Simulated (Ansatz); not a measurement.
ClI, charge -1, doublet, at a GFN2-xTB geometry (a state made from the parent by changing its charge; the spin is typed, not shown lowest) (core potentials on I) (a gas-phase anion, which may not be bound at this level), with bond 2-1 at 1.25 times its length; HF/def2-SVP (Ansatz, a quantum-chemistry and plane-wave program).

Input for Ansatz:
Ansatz 0.2 input:
```yaml
crystal:
  periodic: [false, false, false]
  atoms:
    - {symbol: Cl, position_ang: [-0.00000000, -0.00000000, -2.27968828]}
    - {symbol: I, position_ang: [0.00000000, 0.00000000, 1.48394803]}
basis:
  gaussian:
    orbitals: def2-SVP
hamiltonian:
  xc: hf
total_charge: -1
magnetization: {spin_polarized: true, initial_magnetization: 1}
scf: {lower_state_search: standard}
```

What the program printed (banner, timings and long lists left out):

```
Functional definition: HF
497 factors; integrals over basis functions are off by at most 1.4e-4 eV
mean field evaluation 1: about -20572.8523 eV, gradient 5.3e0 eV
mean field evaluation 2: about -20572.8813 eV, gradient 5.2e0 eV
mean field evaluation 4: about -20573.1020 eV, gradient 7.4e-1 eV
mean field evaluation 8: about -20573.0777 eV, gradient 5.3e-1 eV
mean field evaluation 16: about -20573.2575 eV, gradient 5.0e-4 eV
mean field evaluation 32: about -20573.1551 eV, gradient 3.7e-1 eV
mean field evaluation 64: about -20571.5143 eV, gradient 1.1e1 eV
mean field evaluation 96: about -20571.6117 eV, gradient 9.3e0 eV
mean field evaluation 128: about -20573.0735 eV, gradient 7.5e-1 eV
mean field -20573.25745288 eV, -756.0532663385 hartree, gradient 1.6e-5 eV, S^2 0.757538; 4 other end points of the search recorded, 0 dependent functions left out
reference -20573.25745288 eV, -756.0532663385 hartree; 22, 21 occupied and 22, 23 virtual orbitals, 497 factors
Total energy: -20573.25745288 eV, -756.0532663385 hartree
```
